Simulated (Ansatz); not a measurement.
Compare A (`C=CB(N)[SiH3]`) with its isomer B (`CN1BC1[SiH3]`).

Gas-phase electronic energies from Ansatz, PBE0-D4/def2-TZVP geometries. CCSD(T)/CBS adds triple-zeta CCSD(T) − MP2 to the extrapolated MP2 energy (def2 sets, frozen cores). Functionals use def2-TZVPP. B3LYP here is the variant with VWN-RPA as its local correlation; programs differ in this. Each species was taken in one conformer, which may not be the lowest.

A:

```xyz
13

C    -1.961   -1.019    0.615
C    -0.779   -0.489    0.930
B     0.304   -0.111   -0.128
N     0.560   -0.979   -1.185
Si    1.320    1.637   -0.018
H    -2.724   -1.227    1.359
H    -2.227   -1.244   -0.416
H    -0.605   -0.247    1.978
H     1.211   -0.782   -1.926
H     0.113   -1.879   -1.265
H     0.406    2.813   -0.094
H     2.064    1.751    1.271
H     2.318    1.776   -1.121
```

B:

Z-matrix (Å, degrees):
```
C
N 1 1.421
H 1 1.095 2 110.8
H 1 1.095 2 110.9 3 119.8
H 1 1.091 2 109.6 3 -120.1
B 2 1.336 1 159.0 3 121.1
C 2 1.482 1 133.2 3 -61.3
H 6 1.183 2 145.7 1 -2.2
Si 7 1.864 2 119.6 1 -69.2
H 7 1.096 2 114.5 1 74.2
H 9 1.490 7 109.4 2 -43.5
H 9 1.493 7 113.2 2 76.5
H 9 1.489 7 109.8 2 -163.4
```

(1) Which isomer does CCSD(T)/CBS put lower? Give the gap. (An estimate is asked.)

(2) Give E(B) − E(A) in kJ/mol with MP2/def2-TZVPP, B3LYP, r2SCAN-D4, CCSD(T)/def2-TZVPP, CCSD/def2-TZVPP, B2PLYP, PBE-D4. (Best estimate.)

Largest T1 diagnostic: 0.013.

Answers

(1) Ansatz gave: A, by 150.0 kJ/mol.

(2) The calculation gave: MP2/def2-TZVPP 138.1, B3LYP 149.9, r2SCAN-D4 142.5, CCSD(T)/def2-TZVPP 151.5, CCSD/def2-TZVPP 151.6, B2PLYP 147.6, PBE-D4 138.2. None reverses the order clearly.

In def2-TZVPP, CCSD(T) changes the Hartree–Fock value by −8.6 kJ/mol (the triples alone add −0.1 kJ/mol) and MP2 by −21.9 kJ/mol.
